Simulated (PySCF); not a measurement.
Predicted microwave data (PySCF 2.14.0, PBE0-D3(BJ)/def2-SVP geometry optimisation, gas phase) for one isomer of C4H7F3Si:

* Rotational constants: A = 2900, B = 1325, C = 1161 MHz
* Dipole components: |μa| = 2.10 D, |μb| = 0.47 D, |μc| = 0.80 D
* Inertial defect: -120.49 u·Å²
* κ: -0.81

Question: Which structure is it? (One computed conformer of each.)
A. `[C@@H]1(C)C[Si@H]1C(F)(F)F`
B. `[F:1][CH:2]([F:3])[C@@H:4]1[CH2:5][C@H:6]([F:7])[SiH2:8]1` with F1–C2–C4–C5 -69°, C2–C4–C5–C6 -93°, C4–C5–C6–F7 86°, C5–C6–Si8–C4 19°, C2–C4–Si8–C6 95°
C. `[F:1][C:2]([F:3])([F:4])[C@@H:5]1[CH2:6][CH2:7][SiH2:8]1` with C2–C5–C6–C7 -98°, C5–C6–C7–Si8 -19°, C6–C7–Si8–C5 15°, C2–C5–Si8–C7 99°

Answer: C. It is FC(F)(F)[C@@H]1CC[SiH2]1, an asymmetric top, point group C1. The candidates at the same level (rigid rotor, commonest isotopes):

```csv
SMILES,A (MHz),B (MHz),C (MHz),μa (D),μb (D),μc (D),Δ (u·Å²),point group,rotor
FC(F)[C@@H]1C[C@H](F)[SiH2]1,2501,1233,1059,2.31,0.62,1.53,-134.74,C1,asymmetric top
FC(F)(F)[C@@H]1CC[SiH2]1,2900,1325,1161,2.10,0.47,0.80,-120.49,C1,asymmetric top
C[C@@H]1C[Si@H]1C(F)(F)F,3348,976.3,944.6,2.16,0.16,0.54,-133.60,C1,near-prolate asymmetric top
```

`C[C@@H]1C[Si@H]1C(F)(F)F` has B 26 % too low; `FC(F)[C@@H]1C[C@H](F)[SiH2]1` has A 14 % too low. No structure here is proved a minimum.
